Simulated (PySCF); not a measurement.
# Electron correlation in Ru(2+) (ruthenium, charge +2)

[Kr] 4d5 5s1, high-spin 7S determinant (an excited configuration). Calculation: PySCF 2.14, in x2c-TZVPPall with one added diffuse shell each of s, p, d, f type (9s7p7d3f1g, 95 functions); the spin-free X2C one-electron Hamiltonian (Gaussian nucleus). Frozen: [Ar] 3d10; 14 electrons correlated.

MP2 pair energies summed by pair of shells (mhartree):

```csv
pair,energy,share (%)
4p-4d,-153.70,40.8
4p-4p,-71.83,19.1
4d-4d,-59.53,15.8
4s-4p,-29.43,7.8
4d-5s,-20.51,5.4
4s-4d,-20.10,5.3
4p-5s,-16.17,4.3
4s-4s,-4.45,1.2
4s-5s,-1.11,0.3
```

Total MP2 correlation energy: -376.84 mhartree.

Same-spin part -143.35 and opposite-spin part -233.49 mhartree; SCS-MP2 scales them by 1/3 and 6/5 to -327.97 mhartree.

This basis was not built for core-valence correlation, so the inner-shell part is incomplete.
